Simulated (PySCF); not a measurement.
**Unknown compound**

An unknown has the formula C7H13Al. Its calculated NMR data are:

¹H NMR (400 MHz, computed): δ 5.68 (br, 1H), 2.37 (m, 2H), 1.95 (m, 1H), 1.80 (m, 1H), 1.79 (m, 2H), 0.93 (m, 1H), 0.68 (m, 2H), 0.27 (m, 2H), -0.61 (m, 1H).

¹³C{¹H} NMR (computed): δ 26.8 (2C), 26.6, 15.6, 3.3 (2C), -4.3.

- shieldings: GIAO PBE0/pcSseg-1
- geometry from PBE0-D3(BJ)/def2-SVP
- program: PySCF
- one averaged value for each set of equivalent atoms, single conformer, relativity neglected, isolated molecule

References, each an isolated molecule treated in the same way: TMS for ¹H, ¹³C.

What is the structure?

Results:


5 carbon signals for 7 carbons: some carbons are equivalent by symmetry or fast rotation. Carbon types of the structure: 2 × CH, 5 × CH2, leaving 1 H on heteroatoms. δC 26.8, 26.6: sp3 CH2 in a ring; a saturated carbon with 2 carbon neighbours and no heteroatom attached. δC 15.6: sp3 CH bonded to Al. δC 3.3, -4.3: three-membered-ring carbon; carbons of three-membered rings are unusually shielded. δH 5.68: hydrogen on an aluminium bonded to 2 C. δH 2.37, 1.95, 1.80, 1.79: hydrogen on an sp3 CH2 in a ring. δH 0.93: hydrogen on an sp3 CH bonded to Al. δH 0.68, 0.27, -0.61: hydrogen on a three-membered-ring carbon; cyclopropane-type protons are shielded by the ring.

The compound is SMILES C1C[CH]([AlH][CH]2CC2)C1.

The shifts were computed for this structure.

Hydrides on Al or Ga are broadened by the quadrupolar metal nucleus. Shifts are as computed. Against solution values, carbons near 30 ppm lie about +2 ppm off and those near 130 ppm about +5 ppm. Of 1211 compounds with measured shifts, 218 miss one by over three times the rms of a fit or turn the order of signals round; such compounds aren't used in these exercises. No couplings were computed; multiplicities are counted from neighbouring protons, with m where these are inequivalent, close in shift, in a saturated or five-membered ring or joined by F or P, and br s for small geminal =CH2 splittings.
